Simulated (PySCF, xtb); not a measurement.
C2H4Cl2Si2, SMILES [SiH3]C#C[SiH](Cl)Cl.

xtb with GFN2-xTB at its own geometry gives an orbital gap of 4.55 eV and a dipole moment of 2.34 D.

Geometry: PBE0-D3(BJ)/def2-SVP. This is a generated structure with no PubChem entry under its InChIKey; it may be hypothetical.

What does PBE/def2-TZVP in PySCF give? (The exact figures need the calculation; the answer reports its results.)

gap 5.14 eV (levels -7.36 and -2.22 eV), dipole 1.70 D.
